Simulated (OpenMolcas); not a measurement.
Nb4+ in a ligand field

Nb4+ with 6 ligands (chloride) in octahedral coordination (Oh) at 2.44 Å. A charge of +0.333 e stands 3.2 Å behind each ligand. Ligand basis ANO-RCC-VDZP.

| Property | Result |
| --- | --- |
| Program | OpenMolcas 26.06 |
| Method | SS-CASPT2, IPEA 0.25 Eh, imaginary shift 0.1 Eh (closed shells correlated: 4s 4p and the ligand valence shells) |
| Basis | ANO-RCC-VTZP [7s6p4d2f1g] |
| Scalar Hamiltonian | DKH2, point nucleus |
| Active space | 1 electron in 5 orbitals (4d) |
| State averaging | 2S+1 = 2 even, 5 roots |
| Spin-orbit coupling | state interaction with AMFI integrals over the reference wave functions |

The lowest spin-free states (labels of O, the rotations of Oh), above the lowest:

| State | Degeneracy | E (cm-1) |
| --- | --- | --- |
| 2T2 | 3 | 0 |
| 2E | 2 | 23520 |

The lowest levels with spin-orbit coupling:

```tsv
E (cm-1)	Degeneracy	Label	2S+1	g
0	4	Γ8	2	
900	2		2	1.91 1.91 1.91
23850	4	Γ8	2
```

Powder χT (cm3 K/mol): 0.00226 at 2 K, 0.00664 at 10 K, 0.0286 at 50 K, 0.056 at 100 K, 0.111 at 200 K, 0.165 at 300 K. The effective moment at 300 K is 2.828 √(χT) = 1.15 μB.

The lowest level has 2S+1 = 2, for which the spin-only value is χT = S(S+1) / 2 = 0.375 cm3 K/mol (g = 2). The computed 0.165 at 300 K differs by -0.210, through orbital momentum, spin-orbit coupling and any other state in reach. With a threefold ground state the orbital momentum is unquenched, so the spin-only value is not expected to hold.

The gap between the two states is 10Dq = 23520 cm-1.

Roots that are degenerate in the reference are averaged as groups; the widest CASPT2 spread within a group is 250 cm-1 (the 3-fold group of multiplicity 2 near 0 cm-1 above the lowest state of its run). Shifts and gaps below about the spread of the groups concerned are not significant. Over all roots computed the reference weight is 0.65 to 0.66; a low but even weight reflects the number of correlated electrons. An orbital triplet at a regular site is open to Jahn-Teller coupling, which can distort the site and quench the lowest spin-orbit gaps and is left out. The least metal-like active orbital is 73 % on the metal (Löwdin) and no ligand orbital is active, so the numbers are rough. Ligand-to-metal charge-transfer states are missing. With one d shell and no ligand orbital active, 10Dq can be off by a tenth or more. No measured value stands beside these numbers; the geometry is a model, was not optimised and need not be the one that this ion takes.
